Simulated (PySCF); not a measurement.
## How methods differ on the ionisation energy of Ho

Ho [Xe] 4f11 6s2 [4f5/2^6 4f7/2^5, M_J = 15/2] → Ho⁺ [Xe] 4f11 6s1 [4f5/2^6 4f7/2^5 6s1/2^1, M_J = 8], as a difference of total energies. All numbers are calculated (PySCF 2.14, the two-component X2C-1e Hamiltonian, in x2c-SVPall-2c with one added diffuse shell each of s, p, d, f type (8s11p10d4f1g, 128 functions)). Correlated levels: [Ar] 3d10 frozen; the 16 highest virtual spinors dropped. "Screened" scales the spin-orbit matrix elements by Boettger's factors to mimic the two-electron term; Breit and QED terms are absent.

```json
{"method": "GHF (spin-free)", "ionisation energy (eV)": "4.913"}
{"method": "GMP2 (spin-free)", "ionisation energy (eV)": "5.852"}
{"method": "GHF (screened spin-orbit)", "ionisation energy (eV)": "4.916"}
{"method": "GMP2 (screened spin-orbit)", "ionisation energy (eV)": "5.855"}
```

How much does correlation contribute at GMP2 (screened spin-orbit)?

5.855 − (4.916) = 0.939 eV, measured against GHF (screened spin-orbit).

The spin-free rows relax to the high-spin LS determinant and lack the spin-orbit shift.

Errors of the correlated levels include the incompleteness of this basis and the frozen core.

The labels give the starting determinants; with spin-orbit coupling the two ends relaxed to ⟨J²⟩ = 63.76, ⟨L²⟩ = 42.40, ⟨S²⟩ = 3.78 and ⟨J²⟩ = 72.01, ⟨L²⟩ = 42.39, ⟨S²⟩ = 6.01.

MP2 underrates the near-degeneracy of ns² with np² in the lower species.

For comparison: 6.021 eV (measured; NIST Atomic Spectra Database, ionization energies).
